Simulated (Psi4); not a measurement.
F₂Sn, singlet, geometry from GFN2-xTB (such geometries of metal compounds can be far from the true shape) (core potentials on Sn).

Psi4 was given this input:
```
memory 2 GB

molecule {
0 1
  Sn    0.01449829   -0.00777246    0.34340333
  F     0.74067978    1.44200224   -0.95472046
  F    -0.82122585   -1.39882190   -0.95307583
}

set basis def2-sv(p)

energy('r2scan')
print_variables()
```

Question: Predict the number of basis functions from R2SCAN/def2-SV(P) in Psi4.

Answer: 54

Question: Predict the nuclear repulsion energy from R2SCAN/def2-SV(P).

Answer: 114.1100 Eh

Question: What total energy does R2SCAN/def2-SV(P) give?

Answer: -413.8841 Eh

Question: What dipole moment does R2SCAN/def2-SV(P) give?

Answer: 3.85 D
